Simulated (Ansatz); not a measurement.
Coupled-cluster run, C2H9N3Si, SMILES `C=C[Si](N)(N)N`.

```yaml
crystal:
  periodic: [false, false, false]
  atoms:
    - {symbol: C, position_ang: [-0.029902, -2.280371, 0.568276]}
    - {symbol: C, position_ang: [-0.317948, -1.038000, 0.949351]}
    - {symbol: Si, position_ang: [0.010378, 0.481976, -0.082431]}
    - {symbol: N, position_ang: [0.159507, -0.083154, -1.699150]}
    - {symbol: N, position_ang: [1.459583, 1.369369, 0.155139]}
    - {symbol: N, position_ang: [-1.218745, 1.583893, 0.398046]}
    - {symbol: H, position_ang: [0.414557, -2.484877, -0.402178]}
    - {symbol: H, position_ang: [-0.213639, -3.143203, 1.203649]}
    - {symbol: H, position_ang: [-0.748159, -0.904338, 1.942359]}
    - {symbol: H, position_ang: [0.479721, 0.550419, -2.413809]}
    - {symbol: H, position_ang: [-0.506036, -0.741625, -2.069266]}
    - {symbol: H, position_ang: [2.339877, 0.964332, -0.118355]}
    - {symbol: H, position_ang: [1.555026, 1.933266, 0.983548]}
    - {symbol: H, position_ang: [-1.269769, 2.500493, -0.017011]}
    - {symbol: H, position_ang: [-2.136252, 1.241019, 0.631333]}
basis:
  gaussian: {orbitals: def2-TZVPP}
correlation: {method: ccsd_t}
output: {orbitals: {seedname: orbitals}}
```

```sh
$ ansatz run in.yaml --threads 4 --pin off --events-out ev --progress --plain --max-ram 11315MiB
```

Output of Ansatz, abridged:

```
Functional definition: HF
1882 factors; integrals over basis functions are off by at most 1.3e-3 eV
mean field evaluation 1: about -14509.2246 eV, gradient 5.8e1 eV
mean field evaluation 2: about -14509.4986 eV, gradient 5.8e1 eV
mean field evaluation 4: about -14516.3790 eV, gradient 4.2e0 eV
mean field evaluation 8: about -14516.4530 eV, gradient 2.1e-1 eV
mean field evaluation 16: about -14516.4532 eV, gradient 1.3e-6 eV
mean field -14516.45318241 eV, -533.4698148481 hartree, gradient 1.3e-6 eV, S^2 0.000000; 0 other end points of the search recorded, 0 dependent functions left out
10 core orbitals not correlated: weight in the atoms' cores, before any rotation towards them, 1.000 or more for the frozen orbitals, at most 0.000 for the correlated occupied ones
reference -14516.45318241 eV, -533.4698148481 hartree; 18, 18 occupied and 295, 295 virtual orbitals, 1882 factors
second order -29.59819590 eV of doubles, -0.00000000 eV of singles
cycle   1  -30.06742360 eV  change   -4.7e-1 eV  update   1.0e-1
cycle   2  -30.72366206 eV  change   -6.6e-1 eV  update   3.0e-2
cycle   3  -30.85128763 eV  change   -1.3e-1 eV  update   1.4e-2
cycle   4  -30.84198101 eV  change    9.3e-3 eV  update   3.7e-3
cycle   5  -30.84190548 eV  change    7.6e-5 eV  update   1.8e-3
cycle   6  -30.84273956 eV  change   -8.3e-4 eV  update   4.9e-4
cycle   7  -30.84250964 eV  change    2.3e-4 eV  update   2.0e-4
cycle   8  -30.84245611 eV  change    5.4e-5 eV  update   7.1e-5
cycle   9  -30.84246939 eV  change   -1.3e-5 eV  update   3.0e-5
perturbative correction -1.26897711 eV, -0.0466340488 hartree
Total energy: -14548.56462891 eV, -534.6498887410 hartree
```

Hardware: 4 threads of an Intel Xeon Platinum 8488C on a shared host. Wall time 10 min, peak host memory 5.1 GiB.

The correlation energy is -32.111 eV, 4.0 % of it from (T); the T1 diagnostic reads 0.0104.
